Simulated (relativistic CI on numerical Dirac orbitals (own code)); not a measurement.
**Sensitivity of the levels of Te28+ to α and to the nuclear radius**

Computed by Dirac-Coulomb-Breit CI, KLI orbitals optimised for each configuration, derivatives by finite differences, unscaled Slater integrals, QED left out (own radial code, finite nucleus).

CI space (outside the closed core [Ne]): 3s2 3p6 3d6, 3s2 3p5 3d7, 3s2 3p4 3d8, 3s 3p6 3d7, 3p6 3d8, 3s 3p5 3d8, 3s2 3p6 3d5 4s, 3s2 3p6 3d5 4p. Levels of other configurations are missing.

With x = (α/α₀)² − 1 an excitation energy changes as ω = ω₀ + qx; K = 2q/ω₀ is the relative enhancement. Terms are leading LS components, so labels can repeat. The field-shift factor is F = δν/δ⟨r²⟩ for the transition from the lowest level.

Lowest level 3s2 3p6 3d6 5D_4.

```
           Level  ω₀ (cm⁻¹)  q (cm⁻¹)       K  F (GHz/fm²)
3s2 3p6 3d6 3P_2      35134      1573  0.0895      -0.0506
3s2 3p6 3d6 5D_3      63912     84480    2.64        0.718
3s2 3p6 3d6 5D_0      75106     49060    1.31        0.455
3s2 3p6 3d6 5D_1      83413     89370    2.14        0.747
3s2 3p6 3d6 3H_4     103604     46510   0.898        0.519
3s2 3p6 3d6 3G_5     136197     63660   0.935        0.713
3s2 3p6 3d6 3H_6     136662     64950    0.95        0.754
3s2 3p6 3d6 5D_2     155777    100500    1.29        0.844
3s2 3p6 3d6 3F_3     160988     79670    0.99        0.785
3s2 3p6 3d6 3F_2     167274    119200    1.43        0.964
3s2 3p6 3d6 1S_0     199705    134400    1.35          1.3
3s2 3p6 3d6 3H_4     204104    127500    1.25         1.26
3s2 3p6 3d6 3D_1     213767    102600    0.96         1.02
```

At this charge energies of transitions that change n are usually good to better than 1 %, and those within a shell (Δn = 0) to a few per cent. Terms inside the open d or f shell come out 10 to 20 % too wide with unscaled integrals.
